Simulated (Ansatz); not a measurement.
**Ligand exchange: InH3 + SiI4 → InH2I + SiHI3**

Species: InH3 `[InH3]`, singlet; SiI4 `I[Si](I)(I)I`, singlet; InH2I `[InH2][I]`, singlet; SiHI3 `I[SiH](I)I`, singlet. The partners trade H for I: In–H and Si–I bonds give way to In–I and Si–H.

Shapes, held fixed at every level: PBE0-D4/def2-TZVP. Programs: Ansatz 0.2.0. The zero-point and thermal change to 298 K, harmonic and unscaled (PBE0-D4/def2-TZVP), is +5.5 kJ/mol.

| level | kind | ΔH(298 K) (kJ/mol) | less CCSD(T)/def2-TZVPP |
| --- | --- | --- | --- |
| HF/def2-TZVPP | Hartree–Fock | -110.5 | -32.5 |
| SPW92/def2-TZVPP | LDA | -68.0 | +10.0 |
| B3LYP-D4/def2-TZVPP | global hybrid | -72.3 | +5.7 |
| PBE0-D4/def2-TZVPP | global hybrid | -72.0 | +6.0 |
| r2SCAN0-D4/def2-TZVPP | global hybrid | -80.7 | -2.7 |
| MP2/def2-SVP | perturbation theory | -86.2 | -8.2 |
| CCSD/def2-SVP | coupled cluster or CI | -95.5 | -17.5 |
| CCSD(T)/def2-TZVPP | coupled cluster or CI | -78.0 | 0.0 |

The highest level, CCSD(T)/def2-TZVPP, gives ΔH(298 K) = -78.0 kJ/mol; the levels span -110.5 to -68.0. The column of differences is taken from that level and isn't an error. No measured value is set beside it here. For atoms past krypton def2 sets carry core potentials with scalar relativity. Correlated rows may include outer-core shells of I, In, which these sets cover unevenly.
